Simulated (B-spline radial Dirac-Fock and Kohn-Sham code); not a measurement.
**Al⁵⁺: eigenvalues, ΔSCF and the reference**

System: aluminum as Al⁵⁺, configuration [He] 2s2 2p4.

The density-functional columns are spherical, spin-unpolarised Dirac-Kohn-Sham results without Breit or QED terms: −ε is minus the orbital energy of the initial state and ΔSCF the difference of two total energies. The reference in the last column comes from Dirac-Fock ΔSCF + Breit + QED. All numbers are from an atomic code on a B-spline grid, in eV; a selection of levels is shown.

```csv
level,PBE −ε,PBE ΔSCF,LDA −ε,LDA ΔSCF,Dirac-Fock
1s,1639.3,1719.8,1632.2,1712.2,1706.2
2s,212.5,230.8,211.7,230.0,232.5
2p,176.2,196.2,176.2,196.1,194.2
```

Q: Order the estimates of the K (1s) level by their distance from the Dirac-Fock value, nearest first.
A. PBE −ε
B. PBE ΔSCF
C. LDA −ε
D. LDA ΔSCF

A: D (6.0 eV), B (13.6 eV), A (66.9 eV), C (74.0 eV).

Values without a named source are computed, but for edge energies of neutral atoms, which are taken from tables.
